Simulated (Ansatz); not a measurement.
Input for Ansatz (a quantum-chemistry and plane-wave program): R-CCSD(T)/cc-pVDZ on C3H9B (SMILES CB(C)C), a point of a torsion scan.

Ansatz 0.2 input:
```yaml
crystal:
  periodic: [false, false, false]
  atoms:
    - {symbol: C, position_ang: [-0.20036260, 1.56395144, 0.06606766]}
    - {symbol: B, position_ang: [0.12537221, 0.02291292, 0.15377333]}
    - {symbol: C, position_ang: [1.29667244, -0.48922855, 1.07788281]}
    - {symbol: C, position_ang: [-0.73447823, -1.00568165, -0.67871993]}
    - {symbol: H, position_ang: [0.51354535, 2.03262266, -0.61275547]}
    - {symbol: H, position_ang: [-0.08503273, 2.07411234, 1.02036762]}
    - {symbol: H, position_ang: [-1.19229391, 1.78625377, -0.32056793]}
    - {symbol: H, position_ang: [1.92788257, 0.30090639, 1.47764786]}
    - {symbol: H, position_ang: [1.93725966, -1.20631964, 0.56707966]}
    - {symbol: H, position_ang: [0.87413905, -1.02450348, 1.92887437]}
    - {symbol: H, position_ang: [-0.84906271, -0.68781315, -1.71397915]}
    - {symbol: H, position_ang: [-0.34200490, -2.01971094, -0.68124399]}
    - {symbol: H, position_ang: [-1.74499530, -1.05075945, -0.27167542]}
basis:
  gaussian:
    orbitals: cc-pVDZ
magnetization: {spin_polarized: false}
correlation: {method: ccsd_t, electrons: outside_noble_gas}
scf: {lower_state_search: off}
```

The head of its log:

```
WARN ansatz: RAYON_NUM_THREADS=1 ignored (pool sized by the plan → 1); use --threads N
Functional definition: HF
these checks for a lower state are left out or cut short: stability, starts, cluster_reference, orbital_swaps, neighbouring_geometries, increment
integrals: 0.12 GiB planned
910 factors; integrals over basis functions are off by at most 1.2e-3 eV
mean field: 0.20 GiB planned
mean field evaluation 1: about -3902.9916 eV, gradient 3.4e1 eV
mean field evaluation 2: about -3902.9927 eV, gradient 3.4e1 eV
mean field evaluation 4: about -3906.2892 eV, gradient 2.8e0 eV
mean field evaluation 8: about -3906.3249 eV, gradient 1.6e-2 eV
mean field -3906.32490536 eV, -143.5547924698 hartree, gradient 6.4e-6 eV, S^2 0.000000; 0 other end points of the search recorded, 0 dependent functions left out
4 core orbitals not correlated
reference -3906.32490536 eV, -143.5547924698 hartree; 12, 12 occupied and 85, 85 virtual orbitals, 910 factors
```

What total energy does the run end on?

-144.1523 hartree (reference determinant -143.5548, T1 diagnostic 0.008).
